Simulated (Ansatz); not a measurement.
`C[Se][AlH][F]` + H₂S → `[F][AlH][SH]` + `C[SeH]` at 500 K and 1 bar (ligand exchange at the Al–Se bond).

Computed with Ansatz on PBE0-D4/def2-TZVP structures; ΔE is electronic, products minus reactants. CBS: MP2 limit from def2 TZ/QZ plus the TZ coupled-cluster correction, frozen cores. This one scheme is used for every species. For Se outer-core shells are correlated without core-valence functions, which leaves a few kJ/mol of doubt a bond. Scalar relativity is left out up to krypton. Each species was taken in one conformer, which may not be the lowest.

```tsv
species	CCSD(T)/CBS energy (Eh)	H − E (kJ/mol)	S (J/(mol·K))
`C[Se][AlH][F]`	-2783.08628	166.7	402.5
H₂S	-398.97279	57.0	224.0
`[F][AlH][SH]`	-740.90186	79.7	331.7
`C[SeH]`	-2441.15625	142.1	299.3
```

H − E and S are ideal-gas, rigid-rotor, harmonic terms from PBE0-D4/def2-TZVP, for one conformer and one mirror image of each species. 1 Eh = 2625.50 kJ/mol, R = 8.31446 J/(mol·K).

Q: By hand: ΔE, ΔH, ΔS and ΔG.

A: ΔE = (-740.90186) + (-2441.15625) − (-2783.08628) − (-398.97279) = 0.00096 Eh = 2.5 kJ/mol. Δ(H − E) = 79.7 + 142.1 − 166.7 − 57.0 = -1.9, so ΔH = 0.6 kJ/mol. ΔS = 331.7 + 299.3 − 402.5 − 224.0 = 4.5 J/(mol·K). ΔG = 0.6 − 500 × (4.5)/1000 = -1.6 kJ/mol.

Q: By hand: the equilibrium constant, and the temperature at which ΔG would vanish if ΔH and ΔS stayed fixed.

A: log₁₀ K = −ΔG/(RT ln 10) = 0.2. ΔG = 0 at ΔH/ΔS = 133 K, though so small a ΔH makes that figure unsure.

TΔS isn't small against ΔH here. The sign of ΔG lies within the doubt. A doubt of 5 kJ/mol in ΔE shifts log₁₀ K by 0.5 here. Other conformers and mirror images would add mixing entropy, several J/(mol·K) or more a flexible species. These are equilibria of isolated gas molecules and say nothing of rates. Largest T1 diagnostic: 0.012 (customary marks: 0.02 for closed shells, 0.045 for open ones).
